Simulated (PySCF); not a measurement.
C2H6S2Te, SMILES [Te](SC)SC. Atoms are numbered in the order given.

```xyz
11

Te     0.2249     0.8418     0.0000
S     -0.6901    -0.3489    -1.9100
C      0.5024    -1.7175    -2.1647
H      0.4520    -2.4432    -1.3416
H      0.1999    -2.2144    -3.0995
H      1.5286    -1.3407    -2.2720
S     -0.6901    -0.3489     1.9100
C      0.5024    -1.7175     2.1647
H      1.5286    -1.3407     2.2720
H      0.1999    -2.2144     3.0995
H      0.4520    -2.4432     1.3416
```

Geometry: B3LYP-D3(BJ)/def2-SVP. The def2 effective core potentials stand for the cores of Te; spin–orbit coupling is left out. One conformer was computed; it need not be the lowest.

All values below come from PySCF with PBE/def2-TZVP.

The molecule is in vacuum.

Computed frontier levels, gap, dipole moment and polarisability:
- highest occupied level = -5.46 eV
- lowest empty level = -2.47 eV
- orbital gap = 2.99 eV
- dipole moment = 2.77 D
- quadrupole, principal values (traceless, Buckingham form, about the centre of nuclear charge) = -5.32, 0.52, 4.79 D·Å
- mean static polarisability = 110.4 bohr³ (16.36 Å³)
- polarisability, principal values = 82.0, 106.3, 142.9 bohr³
